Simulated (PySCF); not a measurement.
# Dipole response of Ge³⁺ (germanium, charge +3)

[Ar] 3d10 4s1, 2S determinant. All numbers are calculated (PySCF 2.14, no relativity, point nucleus, in def2-QZVPPD). Coupled (time-dependent) response in atomic units; α is the mean over directions.

```json
{"method": "UHF", "mean α (bohr³)": "7.861", "C₆ (like pair)": "19.40", "S(−4)": "60.97"}
{"method": "PBE", "mean α (bohr³)": "6.247", "C₆ (like pair)": "15.01", "S(−4)": "35.34"}
{"method": "PBE0", "mean α (bohr³)": "6.594", "C₆ (like pair)": "15.89", "S(−4)": "40.36"}
```

S(−4) is the Cauchy moment in α(ω) = α(0) + S(−4) ω² + …

α(iu) at PBE0:

```json
{"u (hartree)": "0", "α(iu) (bohr³)": "6.594"}
{"u (hartree)": "0.0500", "α(iu) (bohr³)": "6.495"}
{"u (hartree)": "0.100", "α(iu) (bohr³)": "6.217"}
{"u (hartree)": "0.200", "α(iu) (bohr³)": "5.334"}
{"u (hartree)": "0.300", "α(iu) (bohr³)": "4.369"}
{"u (hartree)": "0.500", "α(iu) (bohr³)": "2.921"}
{"u (hartree)": "0.750", "α(iu) (bohr³)": "1.958"}
{"u (hartree)": "1.00", "α(iu) (bohr³)": "1.461"}
{"u (hartree)": "1.50", "α(iu) (bohr³)": "0.9798"}
{"u (hartree)": "2.00", "α(iu) (bohr³)": "0.7424"}
{"u (hartree)": "3.00", "α(iu) (bohr³)": "0.4974"}
{"u (hartree)": "5.00", "α(iu) (bohr³)": "0.2863"}
```

A single London oscillator, α(iu) = α/(1 + u²/ω²), gives C₆ = (3/4) ω α². Matching the computed C₆ needs ω = 4 × 15.89 / (3 × 6.594²) = 0.487 hartree.

For an ion, C₆ is the dispersion term alone; charge-induced terms of lower order in 1/R come first.
